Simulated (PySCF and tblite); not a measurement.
Values are calculated unless marked as measured or tabulated.
Stationary points of C6H9N at GFN2-xTB, in Å:

Structure A

```
 1 C     2.729    0.647    0.188
 2 C     1.821   -0.098    0.423
 3 C     0.655   -0.903    0.715
 4 C    -0.213   -1.222   -0.521
 5 C    -1.213   -0.190    0.025
 6 C    -1.231    1.126   -0.738
 7 N    -0.484   -0.173    1.299
 8 H     3.551    1.266   -0.016
 9 H     0.944   -1.763    1.331
10 H     0.235   -0.977   -1.481
11 H    -0.587   -2.242   -0.533
12 H    -2.237   -0.558    0.163
13 H    -1.672    0.984   -1.722
14 H    -0.216    1.503   -0.860
15 H    -1.818    1.867   -0.198
16 H    -0.272    0.743    1.678
```

Structure B

```
 1 C     3.232    0.169    0.352
 2 C     2.111   -0.219    0.515
 3 C     0.749   -0.675    0.687
 4 C    -0.062   -0.945   -0.597
 5 C    -1.160   -0.061    0.019
 6 C    -1.708    1.061   -0.844
 7 N    -0.201    0.393    1.028
 8 H     4.217    0.505    0.218
 9 H     0.739   -1.532    1.378
10 H     0.392   -0.501   -1.480
11 H    -0.319   -1.982   -0.792
12 H    -1.990   -0.659    0.428
13 H    -2.246    0.649   -1.695
14 H    -0.888    1.678   -1.202
15 H    -2.385    1.686   -0.267
16 H    -0.511    0.448    1.990
```

Structure C

```
 1 C     3.014    0.424    0.266
 2 C     1.990   -0.158    0.478
 3 C     0.713   -0.805    0.730
 4 C    -0.138   -1.094   -0.530
 5 C    -1.200   -0.132    0.038
 6 C    -1.475    1.112   -0.801
 7 N    -0.339    0.070    1.167
 8 H     3.924    0.916    0.085
 9 H     0.882   -1.684    1.376
10 H     0.319   -0.756   -1.457
11 H    -0.456   -2.128   -0.630
12 H    -2.157   -0.621    0.286
13 H    -1.976    0.838   -1.726
14 H    -0.540    1.614   -1.037
15 H    -2.111    1.803   -0.251
16 H    -0.449    0.601    2.006
```

Geometries: GFN2-xTB; energies: PBE0/pcSseg-1 + D3(BJ); zero-point and thermal terms from GFN2-xTB harmonic modes (soft modes blended into free rotors).

Task: Which structure is a saddle point, and along which motion?

Result: C: one imaginary mode (577i cm⁻¹ at GFN2-xTB, mostly on H16, N7), along the pyramidal inversion at N7.

Task: Give their symmetry and energies above the lowest.

Result: A C1, 0.0 kcal/mol; B C1, 0.2 kcal/mol; C C1, 5.0 kcal/mol.
